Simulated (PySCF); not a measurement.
Job file and geometry (Å, from GFN2-xTB) of an NMR shielding run on SMILES FB([C@H]1C[C@@H](C)C1=O)F, C5H7BF2O, PySCF, GIAO PBE0/pcSseg-1 NMR shielding, non-relativistic, gas phase; density fitting, a coarse starting grid and PySCF grid level 2 are the driver's defaults:

```
$ OMP_NUM_THREADS=1 python probes_run.py task.json out

{"job": {"kind": "nmr", "xc": "PBE0", "basis": "pcSseg-1"}, "charge": 0, "multiplicity": 1}
C     -1.727645     0.462135    -0.810294
C     -1.021214    -0.488431     0.147431
C     -0.112125     0.170434     1.205725
C      1.146413    -0.428654     0.531052
B      2.134044     0.561165    -0.190572
F      3.371758     0.249000    -0.504292
F      1.767434     1.772226    -0.562522
C      0.203432    -1.144400    -0.450450
O      0.390491    -1.928181    -1.329063
H     -2.131613    -0.092716    -1.653673
H     -1.028265     1.205425    -1.186276
H     -2.542004     0.972540    -0.301369
H     -1.736292    -1.212592     0.543518
H     -0.273200    -0.188831     2.218770
H     -0.141398     1.257257     1.199256
H      1.692586    -1.157433     1.131347
```

Question: Write the output of this run.

Answer: 
```
coarse grid: 14120 points
cycle   1  E = -493.7913330835  dE =  1.352e+00  |g| = 9.540e-01  |ddm| = 3.656e+00
cycle   2  E = -493.3790230821  dE =  4.123e-01  |g| = 1.790e+00  |ddm| = 2.267e+00
cycle   3  E = -493.9443667823  dE = -5.653e-01  |g| = 2.722e-01  |ddm| = 1.756e+00
cycle   4  E = -493.9589394427  dE = -1.457e-02  |g| = 6.403e-02  |ddm| = 2.347e-01
cycle   5  E = -493.9595555961  dE = -6.162e-04  |g| = 1.925e-02  |ddm| = 5.126e-02
cycle   6  E = -493.9596275374  dE = -7.194e-05  |g| = 5.168e-03  |ddm| = 1.613e-02
cycle   7  E = -493.9596324947  dE = -4.957e-06  |g| = 9.237e-04  |ddm| = 4.144e-03
final grid: 139272 points
cycle   8  E = -494.0330750079  dE = -4.918e-05  |g| = 1.430e-02  |ddm| = 3.149e-02
cycle   9  E = -494.0329607526  dE =  1.143e-04  |g| = 2.838e-02  |ddm| = 3.113e-02
cycle  10  E = -494.0331149504  dE = -1.542e-04  |g| = 2.421e-03  |ddm| = 2.209e-02
cycle  11  E = -494.0331161356  dE = -1.185e-06  |g| = 2.258e-04  |ddm| = 1.760e-03
cycle  12  E = -494.0331161460  dE = -1.041e-08  |g| = 8.593e-05  |ddm| = 3.080e-04
cycle  13  E = -494.0331161474  dE = -1.410e-09  |g| = 3.095e-05  |ddm| = 9.273e-05
cycle  14  E = -494.0331161476  dE = -1.751e-10  |g| = 6.484e-06  |ddm| = 2.478e-05
converged SCF energy = -494.0331161476

GIAO shielding tensors (ppm)
atom      isotropic    diamagn.    paramagn.     s11        s22        s33       span
  0 C      169.049     246.163     -77.114    153.547    168.529    185.070     31.523
  1 C      127.670     256.359    -128.689     90.086    138.040    154.884     64.798
  2 C      167.168     250.377     -83.209    143.947    173.694    183.862     39.915
  3 C      135.884     262.833    -126.949    101.256    138.322    168.073     66.817
  4 B       75.035     192.133    -117.098     57.299     80.619     87.186     29.887
  5 F      237.420     465.123    -227.703     66.743    285.242    360.274    293.531
  6 F      247.445     469.953    -222.507     73.695    292.388    376.253    302.557
  7 C      -24.980     250.644    -275.623   -117.295    -50.267     92.624    209.919
  8 O     -320.522     399.657    -720.179   -837.756   -415.333    291.521   1129.277
  9 H       30.272      29.114       1.158     25.498     27.823     37.495     11.997
 10 H       30.448      30.200       0.248     25.973     30.676     34.695      8.722
 11 H       30.417      28.978       1.439     26.526     27.797     36.929     10.403
 12 H       28.383      31.896      -3.513     25.091     27.820     32.238      7.147
 13 H       29.570      30.959      -1.389     25.986     27.013     35.713      9.727
 14 H       30.044      31.682      -1.638     27.941     28.744     33.447      5.506
 15 H       28.310      31.269      -2.959     24.479     27.954     32.497      8.018
```

Size and cost of the density-fitted run: 188 basis functions, 35 s wall time on 1 thread of an Arm Neoverse V1, shared host; peak memory 0.83 GiB.
